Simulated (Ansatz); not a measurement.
Reaction (silylene formation by 1,1-elimination): `O[SiH2][SiH2]F` → silanol + `F[SiH]`

Computed with Ansatz on PBE0-D4/def2-TZVP structures; ΔE is electronic, products minus reactants. CCSD(T)/CBS is the MP2 limit (def2-TZVPP, def2-QZVPP) plus CCSD(T) − MP2 in def2-TZVPP, frozen cores. This one scheme is used for every species. DFT in def2-TZVPP. One conformer a species, not always the lowest.

| level | ΔE (kJ/mol) |
| --- | --- |
| PBE0-D4 | 204.5 |
| ωB97M-V | 174.8 |
| B2PLYP | 178.7 |
| PBE | 187.6 |
| MP2/def2-TZVPP | 191.2 |
| CCSD(T)/def2-TZVPP | 180.0 |
| MP2/def2-QZVPP | 194.9 |
| MP2/CBS(def2) | 198.0 |

**Question.** What does CCSD(T)/CBS give? (Best estimate.)

**Answer.** Computed: +186.8 kJ/mol. The listed levels differ from it by 17.7, -12.0, -8.1, 0.8, 4.4, -6.8, 8.1, 11.2 kJ/mol.

Largest T1 diagnostic among the species: 0.015.

In def2-TZVPP, CCSD(T) changes the Hartree–Fock value by +7.5 kJ/mol (the triples alone add +2.3 kJ/mol) and MP2 by +18.7 kJ/mol. The D4 term adds +11.8 kJ/mol with B3LYP and +6.4 kJ/mol with PBE0; it sums over pairs of atoms, weighted by their polarisabilities, and B3LYP, whose exchange is more repulsive, gets the larger term.

B3LYP here is the variant with VWN-RPA as its local correlation; programs differ in this.
